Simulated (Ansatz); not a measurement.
A run for Ansatz (an electronic-structure program): R-CCSD(T)/def2-TZVPP on CrO3 (SMILES [O]=[Cr](=[O])=[O]), 2S+1 = 1, a spin state set in the input, which need not be the lowest.

Ansatz 0.2 input:
```yaml
crystal:
  periodic: [false, false, false]
  atoms:
    - {symbol: Cr, position_ang: [0.13219501, -0.09976248, -0.18683873]}
    - {symbol: O, position_ang: [-1.10874411, -1.06688988, -0.08689162]}
    - {symbol: O, position_ang: [-0.14820050, 1.29576786, -0.86442394]}
    - {symbol: O, position_ang: [1.06686188, -0.06215022, 1.08211014]}
basis:
  gaussian:
    orbitals: def2-TZVPP
magnetization: {spin_polarized: false}
correlation: {method: ccsd_t, electrons: valence}
```

Q: Give the final energy of this run.

A: -1269.1918 hartree (reference determinant -1267.6643, T1 diagnostic 0.046).

Q: How many basis functions does it have, and what does it roughly cost on one machine?

A: 157 functions; very roughly 3 core-minutes.
